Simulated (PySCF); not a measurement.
## Correlation energy of Sb²⁺ (antimony, charge +2)

[Kr] 4d10 5s2 5p1, 2P determinant. All numbers are calculated (PySCF 2.14, a scalar-relativistic core potential, in aug-cc-pwCVTZ-PP with ECP28MDF). Frozen: 4s2 4p6 4d10; 3 electrons correlated.

MP2 pair energies summed by pair of shells (mhartree):

```csv
pair,energy,share (%)
5s-5s,-19.86,55.6
5s-5p,-15.83,44.4
```

Total MP2 correlation energy: -35.69 mhartree.

Same-spin part -2.33 and opposite-spin part -33.36 mhartree; SCS-MP2 scales them by 1/3 and 6/5 to -40.81 mhartree.
